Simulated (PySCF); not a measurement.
Nb(O)(OH)(NH2)2 (H₅N₂NbO₂), SMILES [NH2][Nb]([NH2])(=[O])[OH], multiplicity 1. Geometry optimised at PBE0-D3(BJ)/def2-SVP. The spin state was assumed, not searched. The structure was generated by enumeration; whether it is a known compound was not checked. The def2 effective core potentials stand for the cores of Nb; spin–orbit coupling is left out. The values are those of a single conformer.

All values below come from PBE0-D3(BJ)/def2-SVP (PySCF).

Harmonic wavenumbers (cm⁻¹): 171, 180, 186, 192, 198, 297, 329, 374, 454, 467, 498, 549, 569, 689, 691, 727, 1042, 1506, 1510, 3579, 3582, 3680, 3680, 3956. Rotational constants (GHz): 3.211, 3.125, 2.784; symmetry number 1.

Question: Work out the zero-point energy and the ideal-gas rigid-rotor harmonic-oscillator thermochemistry at 298.15 K and 1 atm.

Answer: ZPE = ½ Σ hcν = ½ × 29106 cm⁻¹ = 174.09 kJ/mol. H − E(el) = 198.57 kJ/mol. Entropy in J/(mol K): translation 171.88, rotation 112.32, vibration 81.20, total 365.40. G − E(el) = 89.63 kJ/mol. Cp = 130.51 J/(mol K).
